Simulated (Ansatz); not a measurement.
Geometry optimisation, Ansatz 0.2.0, RKS B3LYP-D4/6-31G.

Input file:

```yaml
crystal:
  periodic: [false, false, false]
  atoms:
    - { symbol: "N", position_ang: [-1.1251, 0.9169, 0.3347] }
    - { symbol: C, position_ang: [-0.3394, -0.2331, 0.2006] }
    - { symbol: "N", position_ang: [0.4257, -0.3949, 1.4024] }
    - { symbol: F, position_ang: [-1.0729, -1.3286, 0.0201] }
    - { symbol: Al, position_ang: [0.8959, -0.0946, -1.4104] }
    - { symbol: H, position_ang: [-0.5584, 1.8206, 0.3959] }
    - { symbol: H, position_ang: [-1.7155, 1.0656, -0.5452] }
    - { symbol: H, position_ang: [-0.1596, -0.4571, 2.2203] }
    - { symbol: H, position_ang: [0.9667, -1.2943, 1.4015] }
    - { symbol: H, position_ang: [1.9565, 1.1046, -1.4507] }
    - { symbol: H, position_ang: [0.7915, -1.1621, -2.5485] }
basis:
  gaussian: { orbitals: "6-31G" }
hamiltonian:
  xc: b3lyp
  dispersion: d4
relax:
  f_tol: 0.015
  max_steps: 40
output:
  orbitals: {}
```

Launched with:

```bash
$ ansatz run input.yaml --threads 1 --pin off --max-ram 2048MiB --backend cpu --events-out ev --progress --plain --runs-dir out
```

Question: Where does it end, and by what steps?

Answer: It converged. Limits of this set-up: no polarisation functions. After 18 steps the energy has fallen by 1.488 eV; H11 moved furthest, 0.89 Å. Joined: N1–Al5.

```tsv
step	energy less start (eV)	largest force component (eV/Å)	accepted
0	0.0000	5.287	yes
1	-0.6745	2.106	yes
2	-0.8636	0.809	yes
3	-0.9046	0.856	yes
4	-0.9359	0.357	yes
5	-0.9798	0.526	yes
6	-1.0023	0.851	yes
7	-1.0746	1.638	yes
8	-1.2282	1.986	yes
9	-1.4008	1.292	yes
10	-1.3978	1.199	no
11	-1.4677	0.243	yes
12	-1.4765	0.419	yes
13	-1.4850	0.093	yes
14	-1.4869	0.061	yes
15	-1.4878	0.044	yes
16	-1.4879	0.016	yes
17	-1.4880	0.019	yes
18	-1.4880	0.006	yes
```

```xyz
11
Properties=species:S:1:pos:R:3
N -0.707 0.825 -0.268
C -0.120 -0.514 0.246
N 0.330 -0.420 1.555
F -1.258 -1.436 0.105
Al 0.818 0.033 -1.426
H -0.554 1.609 0.362
H -1.673 0.752 -0.583
H -0.353 -0.333 2.301
H 1.171 -0.919 1.799
H 2.175 0.866 -1.262
H 0.236 -0.519 -2.807
```

Whether the end is a true minimum wasn't checked by a vibrational analysis.

Run time: 29 s on 1 thread of AMD EPYC 9B45 (Zen 5), with other jobs on the host, peak memory 0.18 GiB.
